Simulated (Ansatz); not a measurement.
Species: C5H4O, SMILES `C#CC1=C[C@@H]1O` (C–C–O–H torsion 35°) (charge 0, multiplicity 1).

Task: Give a relaxed geometry from Ansatz (a quantum-chemistry and plane-wave program) with PBE0-D3(BJ)/def2-TZVP.

Result: Several could match; the one computed here: the end point of this relaxation, one of several conformers (outside a Z-matrix the atoms follow the SMILES, hydrogens last).
Bond lengths (Å): C1–C2 1.204, C1–H7 1.064, C2–C3 1.389, C3–C4 1.309, C3–C5 1.492, C4–C5 1.469, C4–H8 1.079, C5–O6 1.395, C5–H9 1.087, O6–H10 0.962. Angles (°): C2–C1–H7 179.4, C1–C2–C3 177.6, C2–C3–C4 150.9, C2–C3–C5 146.2, C4–C3–C5 62.9, C3–C4–C5 64.7, C3–C4–H8 147.1, C5–C4–H8 148.1, C3–C5–C4 52.5, C3–C5–O6 121.9, C3–C5–H9 120.6, C4–C5–O6 122.5, C4–C5–H9 122.0, O6–C5–H9 108.2, C5–O6–H10 108.4.
